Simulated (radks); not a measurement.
Q: All-electron atom: Co3+ in [Ar] 3d6 (the NIST ground configuration). Calculated with a radial shooting solver on a logarithmic mesh with Libxc functionals: non-relativistic Kohn-Sham, TPSS, spin-polarised, spherical densities, point nucleus; open shells are filled with parallel spins first; meta-GGA in the generalised Kohn-Sham scheme. Some entries of the table are withheld. Estimate them.

| orbital | occ. | eigenvalue (hartree) | r(max) (bohr) |
|---|---|---|---|
| 1s down | 1 | -278.1718 | 0.03749 |
| 1s up | 1 | -278.1715 | 0.03749 |
| 2s up | 1 | -34.01851 | 0.2158 |
| 2s down | 1 | -33.94011 | 0.2156 |
| 2p up | 3 | -29.66659 | 0.1732 |
| 2p down | 3 | -29.60394 | 0.1730 |
| 3s up | 1 | -5.18903 | (1) |
| 3s down | 1 | -5.00396 | (2) |
| 3p up | 3 | -3.88045 | 0.6783 |
| 3p down | 3 | -3.69635 | 0.6788 |
| 3d up | 5 | -1.73219 | 0.6509 |
| 3d down | 1 | -1.55746 | 0.6557 |

A: 
(1) 3s up r(max) (bohr): 0.6739
(2) 3s down r(max) (bohr): 0.6741
